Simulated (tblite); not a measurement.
**Question.** What does the GFN2-xTB structure of `CNC(=S)C/C=C\[SiH3]` look like in three dimensions?

**Answer.** 
```
atom  x, y, z in Å
C1     3.2862    0.1629    0.4234
N2     2.0718    0.0596   -0.3405
C3     0.9732   -0.5988    0.0520
S4     0.8658   -1.4065    1.4753
C5    -0.2033   -0.5179   -0.8861
C6    -0.8690    0.8149   -0.6995
C7    -2.0354    1.0001   -0.0970
Si8   -3.1452   -0.3372    0.6387
H9     4.1223   -0.2703   -0.1292
H10    3.1468   -0.3840    1.3549
H11    3.5102    1.2076    0.6476
H12    2.0566    0.5277   -1.2356
H13    0.1371   -0.6250   -1.9212
H14   -0.8995   -1.3201   -0.6489
H15   -0.2972    1.6604   -1.0721
H16   -2.3864    2.0217   -0.0118
H17   -3.5433   -1.2661   -0.4265
H18   -2.4633   -1.0560    1.7101
H19   -4.3372    0.3363    1.1590
```

Orientation and origin are arbitrary. Atoms count from 1 in this order. The 3 C–C bonds span 1.326 Å (C6=C7, drawn double) to 1.507 Å (C3–C5, drawn single), a spread of 0.181 Å. N2 (nitrogen bound to a thiocarbonyl carbon) is planar (angles 124.9°, 118.4° and 116.7°, sum 360.0°, 0.00 Å off the plane of its three neighbours). Si8 (SiH3 silicon) is tetrahedral (angles from 106.9° to 111.1°). The 2 C–N bonds span 1.340 Å (N2–C3, drawn single) to 1.438 Å (C1–N2, drawn single), a spread of 0.098 Å.

Bonds between heavy atoms (Å): C1–N2 1.438, N2–C3 1.340, C3=S4 1.640, C3–C5 1.507, C5–C6 1.501, C6=C7 1.326, C7–Si8 1.887.

Structure optimised with GFN2-xTB, isolated species.

Point group: C1 (no symmetry element, even within 0.4 Å). Its GFN2-xTB frequencies are all real (lowest 26 cm⁻¹). One conformer, not necessarily the lowest (C1–N2–C3–S4 -1°, N2–C3–C5–C6 -78°, C3–C5–C6–C7 -107°).

The numbers are calculated, not measured.
